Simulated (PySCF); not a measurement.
# Germanium: a sound run and one with changed settings

Sound run: Ge⁺ [Ar] 3d10 4s2 4p1, Ge²⁺ [Ar] 3d10 4s2. All numbers are calculated (PySCF 2.14, scalar relativity by spin-free X2C-1e, in x2c-SVPall (5s4p3d, 32 functions)). In the sound run the correlated levels freeze [Ar] 3d10. The sound run starts from symmetry-adapted Hartree-Fock orbitals and uses a fine grid where one is needed.

Changed run: no relativity, point nucleus. This setting is unsound on purpose.

```
species   method  sound run (hartree)  changed run (hartree)  converged
    Ge⁺      UHF          -2096.41326            -2066.20970        yes
    Ge⁺    B3LYP          -2098.11410            -2067.91142        yes
    Ge⁺     BP86          -2098.36516            -2068.16246        yes
    Ge⁺      MP2          -2096.44531            -2066.24210        yes
    Ge⁺  CCSD(T)          -2096.46063            -2066.25827        yes
   Ge²⁺      UHF          -2095.85338            -2065.64779        yes
   Ge²⁺    B3LYP          -2097.53038            -2067.32627        yes
   Ge²⁺     BP86          -2097.77932            -2067.57501        yes
   Ge²⁺      MP2          -2095.87975            -2065.67466        yes
   Ge²⁺  CCSD(T)          -2095.89176            -2065.68764        yes
```

Ionisation energy of Ge⁺:

```
 method  sound run (eV)  changed run (eV)
    UHF          15.235            15.290
  B3LYP          15.884            15.923
   BP86          15.942            15.985
    MP2          15.390            15.441
SCS-MP2          15.371            15.422
   CCSD          15.466            15.513
CCSD(T)          15.480            15.528
```

Most of the change in total energy is the relativistic energy itself. On top of that the contraction fixes the core shape for the Hamiltonian it was made with, so the changed run is not a good calculation with the other Hamiltonian either.

For comparison, NIST gives 15.935 eV between the lowest levels.
